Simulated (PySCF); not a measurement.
CAgO, SMILES [C+](=O)[Ag], charge +1, multiplicity 1.

The structure is a stationary point at PBE0-D3(BJ)/def2-TZVP. The multiplicity is an assumed one; other spin states were not compared. The def2 effective core potentials stand for the cores of Ag; spin–orbit coupling is left out.

The numbers are results of PBE0-D3(BJ)/def2-TZVP in PySCF, not measurements.

Frequencies are harmonic and unscaled.

Modes within 1.5 cm⁻¹ of each other (mostly degenerate sets) share a row, with their intensities summed.

Computed vibrational spectrum:
| mode | ν (cm⁻¹) | IR (km/mol) | moving atoms (share of kinetic energy) |
|---|---|---|---|
| 1–2 | 232 | 0.5 | C 75 %, O 24 % |
| 3 | 264 | 0.8 | O 46 %, C 33 %, Ag 21 % |
| 4 | 2342 | 99.8 | C 58 %, O 42 % |
